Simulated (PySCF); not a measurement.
An equivalent PySCF input for Cd⁺ (cadmium, charge +1), [Kr] 4d10 5s1, 2S determinant, with scalar relativity through the core potential:

```python
from pyscf import gto, scf, dft, mp, cc
import basis_set_exchange as bse
txt = bse.get_basis("cc-pVDZ-PP", elements=["Cd"], fmt="nwchem", header=False)
cut = txt.index("\nECP")
mol = gto.M(atom="Cd 0 0 0", charge=1, spin=1, symmetry="D2h",
            basis=gto.basis.parse(txt[:cut]),
            ecp={"Cd": gto.basis.parse_ecp(txt[cut:])})
mf = dft.UKS(mol, xc="R2SCAN")
mf.irrep_nelec = {'Ag': (4, 3), 'B1g': (1, 1), 'B2g': (1, 1), 'B3g': (1, 1), 'B1u': (1, 1), 'B2u': (1, 1), 'B3u': (1, 1)}
mf.kernel()
```

It reaches the same state as the run whose output follows, with an energy that differs only through the grid. The run itself started from symmetry-adapted Hartree-Fock orbitals and held the occupation by maximum overlap, on a logarithmic radial grid, so the iterations belong to that start.

```
SCF conv_tol = 1e-09
number electrons alpha = 10  beta = 9
XC functionals = R2SCAN
    J. W. Furness, A. D. Kaplan, J. Ning, J. P. Perdew, and J. Sun.,  J. Phys. Chem. Lett. 11, 8208-8215 (2020)
    J. W. Furness, A. D. Kaplan, J. Ning, J. P. Perdew, and J. Sun.,  J. Phys. Chem. Lett. 11, 9248-9248 (2020)
    J. W. Furness, A. D. Kaplan, J. Ning, J. P. Perdew, and J. Sun.,  J. Phys. Chem. Lett. 11, 8208-8215 (2020)
    J. W. Furness, A. D. Kaplan, J. Ning, J. P. Perdew, and J. Sun.,  J. Phys. Chem. Lett. 11, 9248-9248 (2020)
cycle= 1 E= -167.452851232347  delta_E= -0.00665  |g|= 0.0449  |ddm|= 0.246
cycle= 2 E= -167.452700635418  delta_E= 0.000151  |g|= 0.0538  |ddm|= 0.12
cycle= 3 E= -167.453361757764  delta_E= -0.000661  |g|= 0.000613  |ddm|= 0.0612
cycle= 4 E= -167.453362088845  delta_E= -3.31e-07  |g|= 0.000242  |ddm|= 0.00248
cycle= 5 E= -167.453362105065  delta_E= -1.62e-08  |g|= 1.82e-05  |ddm|= 0.000285
cycle= 6 E= -167.453362105164  delta_E= -9.88e-11  |g|= 2.64e-07  |ddm|= 3.38e-05
converged SCF energy = -167.453362105164  <S^2> = 0.75140588  2S+1 = 2.0014054
```

Energies and moments cover only the electrons outside the core potential.
